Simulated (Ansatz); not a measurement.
A calculation with Ansatz (development build ahead of 0.2.0).

```yaml
crystal:
  periodic: [false, false, false]
  atoms:
    - { symbol: Ga, position_ang: [0.0, 0.0, 0.0] }
    - { symbol: O, position_ang: [0.0, 0.0, 3.384] }
    - { symbol: S, position_ang: [0.0, 3.1301, -2.6264] }
basis:
  gaussian: { orbitals: pcseg-2 }
magnetization:
  spin_polarized: true
  initial_magnetization: 3
hamiltonian:
  xc: pbe0
```

The input is written out in the form of the current development build from the run's settings.

Results

```json
{
 "Converged": "yes",
 "Total energy": "-2397.63665 hartree",
 "Spin squared of the determinant": "4.027",
 "Stability test": "minimum"
}
```

Caution: the unrestricted determinant is spin contaminated; other spin multiplicities may lie lower.
